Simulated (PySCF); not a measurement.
## Gallium: a sound run and one with changed settings

Sound run: Ga [Ar] 3d10 4s2 4p1, Ga+ [Ar] 3d10 4s2. Computed with PySCF 2.14 in Sapporo-DKH3-DZP-2012 (6s5p3d1f, 43 functions), with scalar relativity by spin-free X2C-1e. In the sound run the correlated levels freeze [Ar] 3d10. The sound run starts from symmetry-adapted Hartree-Fock orbitals and uses a fine grid where one is needed.

Changed run: a valence shell is frozen. This setting is unsound on purpose.

Ionisation energy of Ga:

```
 method  sound run (eV)  changed run (eV)
    UHF           5.537             5.537
    MP2           5.709             5.537
SCS-MP2           5.692             5.537
   CCSD           5.795             5.537
CCSD(T)           5.809             5.537
  CCSDT             n/a             5.537
    FCI             n/a             5.537
```

Freezing a valence shell removes pair correlation that changes on ionisation.

For comparison, NIST gives 5.999 eV between the lowest levels.
